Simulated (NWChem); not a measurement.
Species: CH$_{3}$Be cation; SMILES [Be+][CH3]

```xyz
5

Be     0.0000     0.0000    -1.1920
C      0.0000     0.0000     0.4590
H      0.7342     0.7342     0.8379
H      0.2687    -1.0029     0.8379
H     -1.0029     0.2687     0.8379
```
Atoms are numbered in this order, from 1.

All runs use the structure optimised with PBE0/def2-SVP.

Problem. List the 4 lowest vertical singlet excitations from LDA (Slater exchange, VWN5)/6-31+G* (spherical d), TDA (NWChem).

Solution. 
```csv
state,energy (eV),oscillator strength,leading excitation (squared amplitude)
S1,4.31,0.173,HOMO → LUMO (0.95)
S2,4.83,0.009,HOMO−1 → LUMO (1.00)
S3,4.83,0.009,HOMO−2 → LUMO (1.00)
S4,6.75,0.160,HOMO → LUMO+1 (0.95)
```
